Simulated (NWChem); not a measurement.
Species: MgSiH$_{3}$OCl; SMILES [SiH3][O][Mg][Cl]

```xyz
7

Mg     0.1074    -0.8464    -0.0011
Cl     0.3506    -3.0359     0.0003
O     -0.0911     0.9423    -0.0022
Si    -0.2727     2.5870    -0.0032
H     -1.0702     3.0449    -1.2005
H      1.0669     3.2817    -0.0480
H     -0.9939     3.0549     1.2378
```
Atoms are numbered in this order, from 1.

Level: PBE-D3(BJ)/def2-SVP (NWChem), optimised geometry, unscaled harmonic frequencies. 

```csv
frequency (cm⁻¹),IR intensity (km/mol)
53,1.7
53,1.7
146,61.8
146,61.8
312,1.9
625,33.1
706,51.7
706,51.7
921,72.9
921,72.9
970,339.5
1056,415.2
2135,175.5
2135,175.5
2140,110.0
```

| Property | Value |
|---|---|
| zero-point energy | 18.6 kcal/mol |
| thermal correction to the enthalpy at 298.15 K (with zero-point energy) | 23.4 kcal/mol |
| heat capacity Cv | 19.7 cal/(mol K) |
| entropy at 298.15 K and 1 atm (symmetry number 3) | 81.3 cal/(mol K) |
| dipole moment | 0.14 D |

Rigid rotor and harmonic oscillator; modes under 100 cm⁻¹ make the entropy uncertain.
